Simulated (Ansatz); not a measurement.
A run for Ansatz (a quantum-chemistry and plane-wave program): U-PBE/cc-pVTZ on FGeH (SMILES [F][GeH]), a point of a bond scan (R = 5.168 Å).

Ansatz 0.2 input:
```yaml
crystal:
  periodic: [false, false, false]
  atoms:
    - {symbol: Ge, position_ang: [-0.11370409, -0.22690637, 0.28076938]}
    - {symbol: H, position_ang: [-2.90030143, -2.87188007, -3.17505340]}
    - {symbol: F, position_ang: [0.51367187, 0.92382939, -0.90949390]}
basis:
  gaussian:
    orbitals: cc-pVTZ
hamiltonian:
  xc: {name: PBE}
magnetization: {spin_polarized: true, initial_magnetization: 0}
```

The head of its log:

```
WARN ansatz: RAYON_NUM_THREADS=1 ignored (pool sized by the plan → 1); use --threads N
Functional definition: PBE
integrals: 0.02 GiB planned
563 factors; their error is unknown
mean field: 0.20 GiB planned
mean field evaluation 1: about -59229.9707 eV, gradient 3.3e1 eV
mean field evaluation 2: about -59149.8313 eV, gradient 1.4e2 eV
```

**Question.** What total energy does the run end on?

**Answer.** -2177.0078 hartree. Its determinant has ⟨S²⟩ = 1.00, a mixture of spin states.
